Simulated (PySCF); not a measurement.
Species: C₂F₄O.
Structure used (GFN2-xTB), in Å, numbered top down from 1:
```xyz
7
C2F4O angstrom
O      1.253    1.215   -0.775
C      0.852    0.223   -0.301
F      1.618   -0.852   -0.095
C     -0.599   -0.076    0.177
F     -0.622   -0.387    1.474
F     -1.120   -1.101   -0.500
F     -1.378    0.984   -0.009
```

Computed, not measured: PySCF, TDDFT wB97X-D/def2-SVPD, vertical, gas phase, core orbitals frozen in the response.

**Question.** Predict the UV-vis stick spectrum at this level.

**Answer.** 

```csv
state,E (eV),λ (nm),f,symmetry,"main configurations (H = HOMO, L = LUMO)"
S1,5.84,212.3,0.0013,–,H→L (97%)
S2,8.48,146.2,0.0009,–,H-2→L (94%)
S3,9.28,133.5,0.102,A′,H-1→L (79%)
S4,9.78,126.7,0.0032,A′,H-3→L (99%)
S5,10.02,123.7,0.059,A′,H→L+1 (78%)
S6,10.26,120.8,0.0007,–,H-5→L (94%)
S7,10.35,119.8,0.037,A′,H-4→L (96%)
S8,10.74,115.4,0.0073,A″,"H-6→L (80%), H-8→L (13%)"
```

Triplets (Tamm–Dancoff): T1 5.25 eV, H→L (97%); T2 6.51 eV, H-1→L (93%); T3 7.95 eV, H-2→L (91%).

The lowest singlet lies at 5.84 eV (212 nm, ultraviolet) and is very weak; its leading configuration is HOMO→LUMO (97%). The strongest level in the table is S3 at 9.28 eV (134 nm, f = 0.102). S1 has the pattern of n→π* at C=O. The listed states span 4.90 eV, and the widest gap between neighbours is 2.64 eV (S1 to S2). Orbital energies (eV): HOMO-3 -14.86, HOMO-2 -14.47, HOMO-1 -14.25, HOMO -12.35, LUMO -0.22, LUMO+1 2.12, LUMO+2 3.04. Weighted by f, the mean energy of these states is 9.71 eV. No computed singlet lies in the visible range (380 to 750 nm); the lowest, at 212 nm, stands 2.58 eV above its violet end (3.26 eV). Symmetry labels in Cs follow from the direction of the transition dipole and are given only for states with f of 0.002 or more. Only the lowest 8 singlets were computed, as vertical energies without vibronic structure.
